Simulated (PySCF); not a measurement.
## Working out the excitation energy of Si

Si [Ne] 3s2 3p2 (3P) → Si [Ne] 3s1 3p2 4s1 (5P). All numbers are calculated (PySCF 2.14, no relativity, point nucleus, in aug-cc-pwCVDZ). Frozen: 1s2. Energies in hartree (1 hartree = 27.21139 eV):

```json
{"part": "UHF", "Si (lower)": "-288.851177", "Si (upper)": "-288.533271"}
{"part": "CCSD correlation", "Si (lower)": "-0.205350", "Si (upper)": "-0.155624"}
{"part": "(T)", "Si (lower)": "-0.002847", "Si (upper)": "-0.001173"}
```

What does Hartree-Fock give?

(-288.533271) − (-288.851177) = 0.317906 hartree = 8.651 eV.

What do CCSD and CCSD(T) give?

The CCSD correlation energies differ by 0.049726 hartree = 1.353 eV and the triples by 0.001674 hartree = 0.046 eV, so CCSD gives 10.004 eV and CCSD(T) 10.050 eV.

The upper state lies above the first ionisation limit, but in LS coupling its spin forbids autoionisation to the ground ion. A Rydberg-like electron needs more diffuse functions than a valence basis has.

A double-zeta basis recovers only part of the correlation energy.
